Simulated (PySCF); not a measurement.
C3H6Se. Atoms are numbered in the order given.

```xyz
10

C      2.1782    -1.0065    -0.4088
C      0.9572    -0.9372     0.1303
Se    -0.2008     0.5700    -0.0200
C     -1.8883    -0.3793     0.2971
H      2.5850    -0.2104    -1.0396
H      2.8189    -1.8731    -0.2220
H      0.5655    -1.7493     0.7533
H     -2.0959    -1.0846    -0.5183
H     -2.6787     0.3826     0.3338
H     -1.8508    -0.9065     1.2605
```

Geometry: B3LYP-D3(BJ)/def2-SVP. Other conformers were not sampled.

Calculation: HF/def2-TZVP (PySCF).

ESP charges are fitted to the potential on shells at 1.4 to 2.0 van der Waals radii. Atomic charges (e):

```json
[
 {"atom": "C1", "meta-Löwdin": "-0.24", "Mulliken": "-0.30", "ESP fit": "-0.56"},
 {"atom": "C2", "meta-Löwdin": "-0.21", "Mulliken": "-0.19", "ESP fit": "-0.05"},
 {"atom": "Se3", "meta-Löwdin": "0.16", "Mulliken": "0.07", "ESP fit": "-0.08"},
 {"atom": "C4", "meta-Löwdin": "-0.38", "Mulliken": "-0.39", "ESP fit": "-0.60"},
 {"atom": "H5", "meta-Löwdin": "0.11", "Mulliken": "0.14", "ESP fit": "0.26"},
 {"atom": "H6", "meta-Löwdin": "0.11", "Mulliken": "0.13", "ESP fit": "0.21"},
 {"atom": "H7", "meta-Löwdin": "0.11", "Mulliken": "0.14", "ESP fit": "0.19"},
 {"atom": "H8", "meta-Löwdin": "0.11", "Mulliken": "0.14", "ESP fit": "0.21"},
 {"atom": "H9", "meta-Löwdin": "0.12", "Mulliken": "0.13", "ESP fit": "0.24"},
 {"atom": "H10", "meta-Löwdin": "0.11", "Mulliken": "0.13", "ESP fit": "0.19"}
]
```

Give the Mayer and Wiberg (Löwdin basis) orders of the bonds. (Estimate from the structure and the level; the computed values follow.)


| bond | Mayer | Wiberg |
|---|---|---|
| C1–C2 | 1.95 | 2.25 |
| C2–Se3 | 1.06 | 1.41 |
| Se3–C4 | 1.02 | 1.39 |
| C1–H5 | 0.97 | 0.90 |
| C1–H6 | 0.97 | 0.89 |
| C2–H7 | 0.95 | 0.86 |
| C4–H8 | 0.97 | 0.95 |
| C4–H9 | 0.97 | 0.94 |
| C4–H10 | 0.97 | 0.94 |
